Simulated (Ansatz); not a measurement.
Ansatz (a quantum-chemistry and plane-wave program) input:

Ansatz 0.2 input:
```yaml
crystal:
  periodic: [false, false, false]
  atoms:
    - {symbol: Re, position_ang: [-0.00000000, -0.00000000, -0.16276166]}
    - {symbol: O, position_ang: [0.00000000, 0.00000000, 1.52589059]}
basis:
  gaussian:
    orbitals: def2-TZVPP
magnetization: {spin_polarized: true, initial_magnetization: 3}
correlation: {method: ccsd_t, electrons: outside_noble_gas}
```

Task: Which total energy does the run end on?

Result: -152.81395 Eh (CCSD(T)/def2-TZVPP). The basis has 87 functions.

The spin state was set by rule; other spins were not relaxed.

The determinant is spin-contaminated: <S^2> is 4.49 against 3.75 for a pure state.
